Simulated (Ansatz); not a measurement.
## Heat of formation of C3H7I (1-iodopropane) from total energies

C3H7I has 11 atoms, charge 0, and is taken as a singlet. SMILES: `CCCI`. Geometry: relaxed at PBE0-D4/def2-TZVP. This is one conformer, not always the lowest.

```xyz
11

C    -0.1252    1.2995   -0.1335
C     0.2636   -0.0961   -0.5824
C     0.1334   -1.1555    0.4862
I    -1.9032   -1.4981    1.0942
H     0.0372    2.0248   -0.9330
H    -1.1788    1.3422    0.1508
H     0.4670    1.6144    0.7302
H    -0.3181   -0.3892   -1.4611
H     1.3163   -0.0999   -0.8951
H     0.6543   -0.8854    1.4038
H     0.4789   -2.1296    0.1481
```

Total energies at BHLYP/def2-SVP (core potential) (Ansatz 0.2.0); the atoms run unrestricted:

```tsv
species	state	energy (Eh)
C3H7I	singlet	-416.019244
C	triplet	-37.801979
I	doublet	-297.629315
H	doublet	-0.497840
```

Harmonic wavenumbers at PBE/def2-SVP, in cm⁻¹: 122, 188, 269, 376, 492, 739, 798, 876, 985, 1000, 1075, 1163, 1169, 1247, 1315, 1351, 1392, 1396, 1419, 1427, 2946, 2971, 3009, 3030, 3058, 3068, 3105.

Measured heats of formation of the gaseous atoms at 298.15 K, in kJ/mol: C 716.9, I 106.8, H 218.0. Spin-orbit lowering of the atoms at 298 K (mean of the ground term's levels less their thermal mean, from spectra), in kJ/mol: C 0.02, I 30.32. Take 1 Eh = 2625.50 kJ/mol, 1 cm⁻¹ = 0.0119627 kJ/mol, RT = 2.479 kJ/mol.

Task: What heat of formation follows?

Result: 
1. Electronic atomisation energy: 3 × (-37.801979) + (-297.629315) + 7 × (-0.497840) − (-416.019244) = 1.499112 Eh = 3935.9 kJ/mol.
2. Zero-point energy: half the sum of the wavenumbers, 19993 cm⁻¹ = 239.2 kJ/mol.
3. Thermal vibrational enthalpy, Σ hcν̃/(exp(hcν̃/kT) − 1): 7.2 kJ/mol. Translation, rotation and pV of a non-linear molecule: 4 RT = 9.9 kJ/mol.
4. The 11 free atoms carry 5/2 RT each: 68.2 kJ/mol.
5. Spin-orbit coupling lowers the free atoms by 3 × 0.02 + 30.32 = 30.4 kJ/mol.
6. Atomisation enthalpy at 298 K: 3935.9 − 30.4 − 239.2 − 7.2 − 9.9 + 68.2 = 3717.4 kJ/mol.
7. Sum of the atoms' heats of formation: 3783.5 kJ/mol. Heat of formation: 3783.5 − 3717.4 = +66.1 kJ/mol.

The tabulated value is -30.0 kJ/mol (CRC Handbook of Chemistry and Physics), so this level is off by +96.1 kJ/mol, or 2.5 % of the atomisation enthalpy. Hybrids with much exact exchange underbind. Anharmonicity and any spin-orbit splitting of the molecule are left out.
